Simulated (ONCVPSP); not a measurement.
## gadolinium (Gd): ONCV pseudisation with BLYP, scalar-relativistic reference atom.

* Element: Gd (Z = 64)
* Generator: ONCVPSP 4.0.1
* Type: optimised norm-conserving Vanderbilt (ONCV)
* Functional: BLYP
* Relativity: scalar-relativistic
* Frozen core: [Kr] 4d10
* Valence charge: 18
* Reference configuration: 4f7 5s2 5p6 5d1 6s2
* Partial waves: 5s+6s: rc 2.00 bohr, ncon 4, nbas 9, qcut 6.8 1/bohr, 2 projectors; 5p: rc 1.75 bohr, ncon 3, nbas 7, qcut 4.4 1/bohr, 1 projector; 5d: rc 2.50 bohr, ncon 4, nbas 7, qcut 3.7 1/bohr, 1 projector; 4f: rc 1.10 bohr, ncon 5, nbas 9, qcut 13.5 1/bohr, 3 projectors, debl 2 Ha
* Local potential: polynomial inside 1.05 bohr (lpopt 4, dvloc0 0 Ha)
* Core correction: none

Poles of the logarithmic derivatives, all-electron (AE) and pseudo (PS). s: poles at -1.4 (AE) and -1.4 (PS) Ha. p: poles at 0.4 (AE) and 0.2, 2.2 (PS) Ha. d: poles at 0.6, 4.4 (AE) and 0.6, 3.9 (PS) Ha. f: poles at 1.0 (AE) and 1.0 (PS) Ha. Test radii: s 2.03, p 1.78, d 2.55, f 1.11 bohr.

* Cutoffs needed: 178 Ha and 276 Ha (the cutoffs (Ha) at which the residual kinetic energy of the hardest occupied pseudo-wave falls to 1 and 0.1 mHa per electron)
* Ghost test: no bound ghost flagged; GHOST(+) flagged for s at 19.1 eV
* Configuration tests: 2 of 4 tests not solved or not reliable
